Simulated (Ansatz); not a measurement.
Reaction (formal exchange of groups at the Si–In bond): `F[CH2][InH][SiH3]` + `CBCF` → `CB([SiH3])CF` + `F[CH2][InH2]`

Computed with Ansatz on PBE0-D4/def2-TZVP structures; ΔE is electronic, products minus reactants. CCSD(T)/CBS is the MP2 limit (def2-TZVPP, def2-QZVPP) plus CCSD(T) − MP2 in def2-TZVPP, frozen cores. Functionals use def2-TZVPP. Elements past krypton have def2 core potentials. For In outer-core shells are correlated without core-valence functions, which leaves a few kJ/mol of doubt a bond. Each species was taken in one conformer, which may not be the lowest.

`F[CH2][InH][SiH3]`:

```xyz
10

F    -2.334    1.632    1.478
C    -1.015    1.393    1.108
In   -0.816   -0.399   -0.126
Si    1.508   -1.107   -0.993
H    -0.649    2.273    0.569
H    -0.418    1.298    2.022
H    -2.243   -1.299   -0.496
H     1.555   -1.004   -2.479
H     1.804   -2.523   -0.634
H     2.609   -0.264   -0.449
```

`CBCF`:

```xyz
10

C    -0.733   -1.153   -0.126
B     0.276   -0.041   -0.536
C     0.559    1.151    0.425
F     1.473    2.088   -0.032
H    -0.229   -2.127   -0.144
H    -1.208   -1.026    0.849
H    -1.517   -1.235   -0.889
H     0.842   -0.099   -1.591
H     0.918    0.767    1.392
H    -0.382    1.674    0.652
```

`CB([SiH3])CF`:

```xyz
13

C     0.682   -0.837    1.289
B    -0.049   -0.045    0.161
Si    0.802    0.328   -1.639
C    -1.491    0.474    0.441
F    -2.092    1.174   -0.598
H     1.625   -0.335    1.538
H     0.990   -1.820    0.914
H     0.111   -0.979    2.211
H     0.877    1.795   -1.884
H    -0.012   -0.281   -2.728
H     2.183   -0.225   -1.736
H    -1.483    1.125    1.329
H    -2.144   -0.374    0.701
```

`F[CH2][InH2]`:

Z-matrix (Å, degrees):
```
C
In 1 2.180
F 1 1.391 2 112.0
H 1 1.095 2 110.7 3 120.6
H 1 1.095 2 110.7 3 -120.6
H 2 1.729 1 118.1 3 -179.6
H 2 1.721 1 120.0 3 0.4
```

**Question.** Is it downhill or uphill in electronic energy at CCSD(T)/CBS, and by how much? (Best estimate.)

**Answer.** The calculation gave: Uphill: ΔE = +0.50 eV.

**Question.** What do these levels give: PBE-D4, r2SCAN-D4, ωB97X-V, r2SCAN, PBE0, MP2/def2-TZVPP, SCS-MP2/def2-TZVPP, HF/def2-QZVPP, MP2/def2-QZVPP, SCS-MP2/def2-QZVPP, MP2/CBS(def2), CCSD/CBS(def2)? (Estimate.)

**Answer.** Computed: PBE-D4 0.46, r2SCAN-D4 0.47, ωB97X-V 0.44, r2SCAN 0.48, PBE0 0.51, MP2/def2-TZVPP 0.53, SCS-MP2/def2-TZVPP 0.51, HF/def2-QZVPP 0.52, MP2/def2-QZVPP 0.54, SCS-MP2/def2-QZVPP 0.53, MP2/CBS(def2) 0.55, CCSD/CBS(def2) 0.51 eV.

Largest T1 diagnostic among the species: 0.013.

The D4 term adds −0.06 eV with B3LYP and −0.03 eV with PBE0; it sums over pairs of atoms, weighted by their polarisabilities, and B3LYP, whose exchange is more repulsive, gets the larger term.

B3LYP here is the variant with VWN-RPA as its local correlation; programs differ in this.
